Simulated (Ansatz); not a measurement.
Relaxation of C2H8ClNSn (13 atoms, charge 0, multiplicity 1), to a largest force component of 0.015 eV/Å in at most 40 steps.

The calculation used RKS B3LYP/def2-SVP in Ansatz 0.2.0.

```xyz
13
Properties=species:S:1:pos:R:3
C -1.170 -1.076 0.765
C 0.297 -0.988 0.778
Sn 0.972 0.822 -0.160
N 1.980 1.996 1.137
Cl 2.287 0.308 -2.017
H -1.635 -0.145 1.303
H -1.546 -1.963 1.241
H -1.544 -0.992 -0.302
H 0.663 -1.000 1.872
H 0.714 -1.857 0.253
H -0.453 1.721 -0.714
H 2.365 2.785 0.619
H 2.931 1.378 1.417
```

Q: Where does it end, and by what steps?

A: The run converged. After 6 steps the energy has fallen by 0.687 eV; H11 moved furthest, 0.29 Å.

```
step  energy less start (eV)  largest force component (eV/Å)  accepted
   0                  0.0000                           3.556       yes
   1                 -0.5942                           1.492       yes
   2                 -0.6675                           0.474       yes
   3                 -0.6825                           0.132       yes
   4                 -0.6860                           0.156       yes
   5                 -0.6872                           0.024       yes
   6                 -0.6873                           0.006       yes
```

```xyz
13
Properties=species:S:1:pos:R:3
C -1.249 -1.100 0.803
C 0.275 -0.966 0.753
Sn 0.962 0.859 -0.208
N 2.060 1.964 1.121
Cl 2.306 0.203 -2.092
H -1.720 -0.270 1.354
H -1.546 -2.035 1.307
H -1.694 -1.119 -0.205
H 0.714 -0.956 1.764
H 0.739 -1.795 0.198
H -0.259 1.897 -0.833
H 2.404 2.843 0.732
H 2.866 1.464 1.499
```

Whether the end is a true minimum wasn't checked by a vibrational analysis.

The run took 32 s on 2 threads of Arm Neoverse V2 (shared host), peak memory 0.34 GiB.
